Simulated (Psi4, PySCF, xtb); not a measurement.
Interaction energy of H2O2Zn ··· HCl (SMILES [OH][Zn][OH] and Cl), singlet. Monomers: optimised at B3LYP-D3(BJ) (def2-TZVP), held rigid. Orientation: a higher rigid-body minimum at GFN2-xTB. The monomers approach along the line of their centres of mass (distance R); nothing else relaxes.

Geometry at R = 4.48 Å (first 5 atoms: monomer A):
```
7

Zn     0.0068    -0.1630    -0.0178
O      1.0741    -0.0533    -1.4337
H      1.8083     0.5610    -1.3406
O     -1.0531    -0.4510     1.3785
H     -1.8361     0.1064     1.4137
Cl    -1.3128    -1.7835     3.9888
H     -1.1349    -1.2483     2.8375
```

Levels: GFN1-xTB (xtb); RKS-B3LYP/LANL2DZ = restricted B3LYP/LANL2DZ, with its core potentials past Ne, no counterpoise correction (PySCF); RKS-B3LYP/6-31G* = restricted B3LYP/6-31G*, spherical d, no counterpoise correction (PySCF); wB97X-D/def2-TZVP, counterpoise-corrected (Psi4).

Interaction energies in kJ/mol:

```json
[
 {"R / Å": "4.12", "GFN1-xTB": "-6.98", "RKS-B3LYP/LANL2DZ": "-26.74", "RKS-B3LYP/6-31G*": "-3.03"},
 {"R / Å": "4.25", "GFN1-xTB": "-19.90", "RKS-B3LYP/LANL2DZ": "-42.07", "RKS-B3LYP/6-31G*": "-23.80"},
 {"R / Å": "4.48", "GFN1-xTB": "-28.41", "RKS-B3LYP/LANL2DZ": "-48.08", "RKS-B3LYP/6-31G*": "-37.72"},
 {"R / Å": "4.72", "GFN1-xTB": "-28.45", "RKS-B3LYP/LANL2DZ": "-42.83", "RKS-B3LYP/6-31G*": "-37.06"},
 {"R / Å": "4.87", "GFN1-xTB": "-26.54", "RKS-B3LYP/LANL2DZ": "-37.90", "RKS-B3LYP/6-31G*": "-33.63"},
 {"R / Å": "5.22", "GFN1-xTB": "-19.95", "RKS-B3LYP/LANL2DZ": "-26.89", "RKS-B3LYP/6-31G*": "-24.28"},
 {"R / Å": "5.46", "GFN1-xTB": "-15.25", "RKS-B3LYP/LANL2DZ": "-20.90", "RKS-B3LYP/6-31G*": "-18.79"},
 {"R / Å": "6.01", "GFN1-xTB": "-7.56", "RKS-B3LYP/LANL2DZ": "-11.68", "RKS-B3LYP/6-31G*": "-9.85"},
 {"R / Å": "6.71", "GFN1-xTB": "-3.63", "RKS-B3LYP/LANL2DZ": "-5.91", "RKS-B3LYP/6-31G*": "-4.37"},
 {"R / Å": "7.71", "GFN1-xTB": "-1.74", "RKS-B3LYP/LANL2DZ": "-2.86", "RKS-B3LYP/6-31G*": "-2.00"},
 {"R / Å": "8.99", "GFN1-xTB": "-0.82", "RKS-B3LYP/LANL2DZ": "-1.39", "RKS-B3LYP/6-31G*": "-0.96"}
]
```

Problem. Predict the corresponding wB97X-D/def2-TZVP column.

Solution. 4.12: 8.59; 4.25: -12.14; 4.48: -27.02; 4.72: -28.49; 4.87: -26.48; 5.22: -19.68; 5.46: -15.44; 6.01: -8.80; 6.71: -4.62; 7.71: -2.12; 8.99: -0.97 (kJ/mol).
